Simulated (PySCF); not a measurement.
Delta-SCF ions had no search for a lower state. 

C₅H₅NSi, SMILES `N#CC1=CC=C[SiH2]1` (charge 0, multiplicity 1)

These are PBE-D3(BJ)/def2-TZVP // B3LYP-D3(BJ)/def2-SVP (PySCF 2.14.0) values and carry that method's errors.

```
Quantity                                                            Result
-------------------------------------------  -----------------------------
HOMO                                                              -6.39 eV
dipole moment                                                       4.85 D
HOMO–LUMO gap                                                      2.88 eV
LUMO                                                              -3.50 eV
S1 excitation (TDA)                                                4.12 eV
S1 oscillator strength                                               0.210
brightest of the four lowest singlets (TDA)                        4.12 eV
T1 excitation (TDA)                                                2.33 eV
S1–T1 gap (TDA)                                                    1.79 eV
vertical ionisation energy (Delta-SCF)                             9.09 eV
total energy                                                  -537.3827 Ha
cost                                         around 4 core-minutes (rough)
```

Bonded distances (Å): N1–C2 1.164, C2–C3 1.417, C3–C4 1.363, C3–Si7 1.897, C4–C5 1.476, C4–H8 1.094, C5–C6 1.354, C5–H9 1.095, C6–Si7 1.878, C6–H10 1.092, Si7–H11 1.489, Si7–H12 1.489. Bond angles (°): N1–C2–C3 177.4, C2–C3–C4 124.7, C2–C3–Si7 128.3, C4–C3–Si7 107.0, C3–C4–C5 116.7, C3–C4–H8 122.8, C5–C4–H8 120.5, C4–C5–C6 117.1, C4–C5–H9 119.3, C6–C5–H9 123.6, C5–C6–Si7 107.6, C5–C6–H10 122.2, Si7–C6–H10 130.1, C3–Si7–C6 91.6, C3–Si7–H11 112.8, C3–Si7–H12 112.8, C6–Si7–H11 114.5, C6–Si7–H12 114.5, H11–Si7–H12 109.8.
Charge 0, spin multiplicity 1.
